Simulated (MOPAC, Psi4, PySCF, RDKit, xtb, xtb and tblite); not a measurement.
Two geometries of SMILES c1(ccccc1C#N)[SeH] (C₇H₅NSe), singlet, relaxed at GFN2-xTB with one dihedral held; other torsions can differ between them too.

Structure A

```
14

N     -3.2864     0.9448     0.0270
C     -2.1653     0.7009     0.0289
C     -0.7861     0.3977     0.0196
C      0.1411     1.4387     0.0827
C      1.4945     1.1660     0.0727
C      1.9354    -0.1475    -0.0052
C      1.0255    -1.1858    -0.0785
C     -0.3393    -0.9273    -0.0808
Se    -1.5424    -2.4199    -0.0929
H     -0.2185     2.4554     0.1470
H      2.2064     1.9751     0.1274
H      2.9932    -0.3632    -0.0109
H      1.3668    -2.2101    -0.1410
H     -2.6388    -1.7090    -0.7099
```

Structure B

```
14

N      3.2686     0.8846     0.0879
C      2.1452     0.6550     0.0722
C      0.7595     0.3738     0.0509
C     -0.1621     1.4200     0.0865
C     -1.5155     1.1474     0.0632
C     -1.9567    -0.1669    -0.0001
C     -1.0510    -1.2109    -0.0435
C      0.3126    -0.9516    -0.0253
Se     1.5953    -2.3789    -0.0612
H      0.1987     2.4366     0.1400
H     -2.2283     1.9569     0.0958
H     -3.0150    -0.3806    -0.0169
H     -1.3993    -2.2330    -0.0953
H      0.7033    -3.3177     0.5955
```

### Question
Which is lower in energy at the level Psi4 with B3LYP-D3(BJ)/def2-SVP // GFN2-xTB, and by how much?

### Answer
A is lower, by 0.99 kcal/mol (dihedral C3–C8–Se9–H14: 30° in A, 150° in B).

E(B) − E(A) in kcal/mol at the other levels, on the same two geometries: GFN2-xTB (xtb and tblite) 0.58; B3LYP/def2-SVP // GFN2-xTB (Psi4) 0.86; PBE/def2-SVP // GFN2-xTB (Psi4) 0.95; PBE-D3(BJ)/def2-SVP // GFN2-xTB (Psi4) 1.04; UFF // GFN2-xTB (RDKit) -0.98; PM7, restricted, heats of formation // GFN2-xTB (MOPAC) 0.86; PM6, restricted, heats of formation // GFN2-xTB (MOPAC) 0.42; GFN1-xTB // GFN2-xTB (xtb) 0.55; restricted B3LYP/6-31G*, spherical d, density fitting // GFN2-xTB (PySCF) 0.75; restricted Hartree-Fock/6-31G*, spherical d, density fitting // GFN2-xTB (PySCF) 0.75; restricted BP86/6-31G*, spherical d, density fitting // GFN2-xTB (PySCF) 0.80; restricted Hartree-Fock/3-21G, density fitting // GFN2-xTB (PySCF) 0.40.
